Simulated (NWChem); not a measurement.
BeHOCl; SMILES [Be]([Cl])[OH]

```xyz
4

Be     0.0006     0.5917     0.0000
Cl     0.0008    -1.2230     0.0000
O      0.0249     1.9811     0.0000
H     -0.2801     2.8796     0.0000
```
Atoms are numbered in this order, from 1.

Results from NWChem. The geometry was optimised at PBE0/def2-SVP. Ions are spin-unrestricted doublets at the neutral geometry; other ion states weren't tried.

For level CAM-B3LYP/def2-SVP:

- vertical ionisation energy, ΔSCF (eV): 11.72
- −ε(HOMO) (eV): 10.21

How do the values read with level PBE/def2-SVP instead?


| Quantity | Value |
|---|---|
| vertical ionisation energy, ΔSCF (eV) | 11.14 |
| −ε(HOMO) (eV) | 7.37 |
